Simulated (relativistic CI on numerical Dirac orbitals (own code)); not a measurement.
## Hyperfine structure of Ni12+, mass number 61

Method of calculation: Dirac-Coulomb-Breit CI, KLI orbitals optimised for each configuration, a model potential for QED, unscaled Slater integrals (own radial code, finite nucleus).

CI space (outside the closed core [Ne]): 3s2.3p4, 3s.3p5, 3p6, 3s2.3p3.3d, 3s.3p4.3d, 3p5.3d, 3s.3p3.3d2, 3s2.3p3.4s, 3s2.3p2.3d.4p, 3s2.3p3.4p, 3p5.4s, 3p5.4p, 3s.3p3.3d.4s, 3s2.3p2.3d2, 3s2.3p.3d3, 3s.3p2.3d3, 3s2.3p.3d2.4s, 3s2.3p.3d2.4p, 3p4.3d2, 3p3.3d3, 3p3.3d2.4s, 3p3.3d2.4p. Double excitations out of closed p, d and f shells are left out; levels of such configurations are missing from the list, as are those of other unlisted configurations, and high levels can miss mixing partners.

Nuclear spin I = 3/2, μ = -0.74965 μN, Q = 0.162 b (tables of Stone and Pyykkö). The electronic factors are computed for point nuclear moments, without core polarisation or the Bohr-Weisskopf and QED corrections.

```json
{"Level": "3s2.3p4 3P_2", "E (cm⁻¹)": "0", "A (MHz)": "-2906", "B (MHz)": "1410"}
{"Level": "3s2.3p4 3P_1", "E (cm⁻¹)": "19332", "A (MHz)": "93.65", "B (MHz)": "-833"}
{"Level": "3s2.3p4 1D_2", "E (cm⁻¹)": "49048", "A (MHz)": "-5849", "B (MHz)": "-3090"}
{"Level": "3s.3p5 3P°_2", "E (cm⁻¹)": "328265", "A (MHz)": "-12570", "B (MHz)": "-1520"}
{"Level": "3s.3p5 3P°_1", "E (cm⁻¹)": "342244", "A (MHz)": "-11440", "B (MHz)": "754"}
{"Level": "3s.3p5 1P°_1", "E (cm⁻¹)": "424154", "A (MHz)": "-8294", "B (MHz)": "-1240"}
{"Level": "3s2.3p3.3d 5D°_1", "E (cm⁻¹)": "448401", "A (MHz)": "-716.4", "B (MHz)": "-117"}
{"Level": "3s2.3p3.3d 5D°_2", "E (cm⁻¹)": "448642", "A (MHz)": "-857.2", "B (MHz)": "-58.6"}
```

Levels with J = 0, under 50 % of one LS term, or S terms without an open s electron are left out. Small factors come from cancelling terms and can be off by tens of per cent or more.

At this charge energies of transitions that change n are usually good to better than 1 %, and those within a shell (Δn = 0) to a few per cent.

Problem. Give the hyperfine levels of 3s2.3p4 3P_2 relative to its centre of gravity.

Solution. With K = F(F + 1) − I(I + 1) − J(J + 1), E = AK/2 + B[¾K(K + 1) − I(I + 1)J(J + 1)]/[2I(2I − 1)J(2J − 1)]: F = 1/2: 14310, F = 3/2: 8718, F = 5/2: 570.1, F = 7/2: -8365 MHz.

LS names give the leading component of a level, which can be under half, so a name can repeat, a term be missing and a line seem to break the LS rules.
